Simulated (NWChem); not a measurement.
Molecule: CH4O2Si; SMILES [SiH2](C=O)O

```xyz
8

O     -0.6566     1.6544     0.0000
C      0.4612     1.1586     0.0000
Si     0.5443    -0.7728     0.0000
O     -1.0609    -1.1811     0.0000
H      1.3522     1.8284     0.0000
H      1.2661    -1.2456    -1.2106
H      1.2661    -1.2456     1.2106
H     -1.5975    -0.3658     0.0000
```
Atoms are numbered in this order, from 1.

Level: B3LYP/6-31G* (spherical d) (NWChem), optimised geometry, unscaled harmonic frequencies. 

| frequency (cm⁻¹) | IR intensity (km/mol) |
|---|---|
| 134 | 0.6 |
| 187 | 21.5 |
| 432 | 28.6 |
| 443 | 84.8 |
| 487 | 59.8 |
| 639 | 28.5 |
| 730 | 10.3 |
| 831 | 49.8 |
| 910 | 65.8 |
| 917 | 24.3 |
| 1003 | 111.4 |
| 1029 | 360.6 |
| 1404 | 15.4 |
| 1743 | 87.2 |
| 2256 | 106.1 |
| 2257 | 179.5 |
| 2881 | 155.4 |
| 3670 | 92.3 |

```yaml
zero_point_energy: 31.4 kcal/mol
thermal correction to the enthalpy at 298.15 K (with zero-point energy): 35.3 kcal/mol
heat capacity Cv: 17.9 cal/(mol K)
entropy at 298.15 K and 1 atm (symmetry number 1): 72.7 cal/(mol K)
dipole_moment: 1.98 D
```

Rigid rotor and harmonic oscillator.
